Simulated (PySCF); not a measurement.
Polarisability and C₆ of K⁻ (potassium, charge -1)

[Ar] 4s2, closed-shell 1S. Computed with PySCF 2.14 in dyall-av2z (17s13p2d, 66 functions), with the non-relativistic Hamiltonian (point nucleus). Coupled (time-dependent) response in atomic units; α is the mean over directions. A double-zeta set is small for polarisabilities.

```
method  mean α (bohr³)  C₆ (like pair)    S(−4)
   UHF            2418          108000  4649000
```

S(−4) is the Cauchy moment in α(ω) = α(0) + S(−4) ω² + …

α(iu) at UHF:

| u (hartree) | α(iu) (bohr³) |
| --- | --- |
| 0 | 2418 |
| 0.0500 | 521.3 |
| 0.100 | 178.2 |
| 0.200 | 53.23 |
| 0.300 | 26.68 |
| 0.500 | 12.20 |
| 0.750 | 7.061 |
| 1.00 | 4.857 |
| 1.50 | 2.774 |
| 2.00 | 1.786 |
| 3.00 | 0.9038 |
| 5.00 | 0.3588 |

A single London oscillator, α(iu) = α/(1 + u²/ω²), gives C₆ = (3/4) ω α². Matching the computed C₆ needs ω = 4 × 108000 / (3 × 2418²) = 0.0246 hartree.

For an ion, C₆ is the dispersion term alone; charge-induced terms of lower order in 1/R come first.

The outer electron is barely bound at this level, so radii and moments hang on the diffuse functions.
